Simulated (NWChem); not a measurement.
# C2H4F, doublet; SMILES [CH](F)C

Results from NWChem. Pople sets run with spherical d functions. Spin-unrestricted. No stability test was run on the SCF state. Each level has its own optimisation; frequencies are unscaled. Brackets give each atom's bonded neighbours.

Order these by “dipole (D)”, lowest first: PBE/6-311G**; PBE/STO-3G; PBE/6-31G*; PBE/6-31+G*.

PBE/STO-3G (0.53), PBE/6-31G* (1.33), PBE/6-311G** (1.50), PBE/6-31+G* (1.77)
